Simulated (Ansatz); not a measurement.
`C[SiH](N)[AlH2]` + H₂Te → `C[SiH](N)[TeH]` + `[AlH3]`  (cleavage of the Si–Al bond)

Program: Ansatz. Geometries: PBE0-D4/def2-TZVP. ΔE: electronic, gas phase. CCSD(T)/CBS is the MP2 limit (def2-TZVPP, def2-QZVPP) plus CCSD(T) − MP2 in def2-TZVPP, frozen cores. This one scheme is used for every species. DFT in def2-TZVPP. B3LYP here is the variant with VWN-RPA as its local correlation; programs differ in this. def2 core potentials past Kr. For Te outer-core shells are correlated without core-valence functions, which leaves a few kJ/mol of doubt a bond. One conformer a species, not always the lowest.

Task: Is it downhill or uphill in electronic energy at CCSD(T)/CBS, and by how much? (Best estimate.)

Result: Ansatz gave: Downhill: ΔE = -81.6 kJ/mol.

Task: What do these levels give: PBE0-D4, B3LYP-D4, PBE, HF/def2-TZVPP, MP2/def2-TZVPP, HF/CBS(def2)? (Best estimate.)

Result: Computed: PBE0-D4 -72.4, B3LYP-D4 -76.6, PBE -63.6, HF/def2-TZVPP -80.6, MP2/def2-TZVPP -89.5, HF/CBS(def2) -81.3 kJ/mol.

Largest T1 diagnostic among the species: 0.011.

The D4 term adds −6.5 kJ/mol with B3LYP and −3.3 kJ/mol with PBE0; it sums over pairs of atoms, weighted by their polarisabilities, and B3LYP, whose exchange is more repulsive, gets the larger term. From PBE to PBE0 (25 % exact exchange), in def2-TZVPP and without D4, ΔE moves by −5.4 kJ/mol.
